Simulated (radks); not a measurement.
Q: The mean radii <r> (bohr) of the occupied orbitals of an atom or ion are listed with their occupations. Calculated with a radial shooting solver on a logarithmic mesh with Libxc functionals: scalar-relativistic Kohn-Sham, PBE, spin-polarised, spherical densities, finite nucleus; Fermi nuclear charge, rms radius of each element as measured or else 0.836 A^(1/3) + 0.57 fm.

orbital  occ.      <r>
1s down     1  0.01804
1s up       1  0.01804
2s up       1  0.07623
2s down     1  0.07623
2p up       3  0.06834
2p down     3  0.06834
3s up       1   0.1974
3s down     1   0.1974
3p up       3   0.1979
3p down     3   0.1979
3d up       5   0.1792
3d down     5   0.1792
4s up       1   0.4406
4s down     1   0.4406
4p up       3   0.4686
4p down     3   0.4686
4d up       5   0.5001
4d down     5   0.4998
5s up       1    1.040
5s down     1    1.031
5p up       3    1.213
5p down     3    1.200
4f up       7   0.5829
4f down     7   0.5780
5d up       5    1.777
7s up       1    6.344

Name the element and its charge. Open shells, if any, are filled with parallel spins first.

A: Z = 75, rhenium, charge +1: Re+ in [Xe] 4f14 5d5 7s1. The 1s radius gives Z: for a bare nucleus <r> = (2 gamma + 1)/(2Z) with gamma = sqrt(1 - (Z/c)^2), 0.01783 bohr for Z = 75, and screening makes it slightly larger (0.01804 here). The occupations add up to 74, and the charge is Z minus that.
